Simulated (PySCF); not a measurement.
Isomers of BrGeH5OSi. Theory: PySCF 2.14.0, PBE0-D3(BJ)/def2-SVP geometry optimisation, gas phase. One conformer each; no zero-point energy, no entropy. No frequencies were run at this level. Point groups hold within 0.08 Å.

Question: Rank from lowest to highest electronic energy at this level (kcal/mol).
A. `[SiH3:1][O:2][GeH2:3][Br:4]` with Si1–O2–Ge3–Br4 -35°
B. `[GeH3:1][O:2][SiH2:3][Br:4]` with Ge1–O2–Si3–Br4 10°

Answer: B (0.0), A (4.0).

```
             SMILES       E (Eh)  E rel (kcal/mol)  dipole (D)  point group       A, B, C (MHz)
  [GeH3][O][SiH2]Br  -5017.49387               0.0        1.53            –  4280, 790.8, 679.0
[SiH3][O][GeH2][Br]  -5017.48742               4.0        1.25           C1   2975, 1194, 875.1
```

Q: As an exercise, what shares would exp(−E/RT) give at 500 K from these electronic energies alone (no entropy, no degeneracies)?

A: RT = 0.994 kcal/mol: [GeH3][O][SiH2]Br 98.3 %, [SiH3][O][GeH2][Br] 1.7 %.
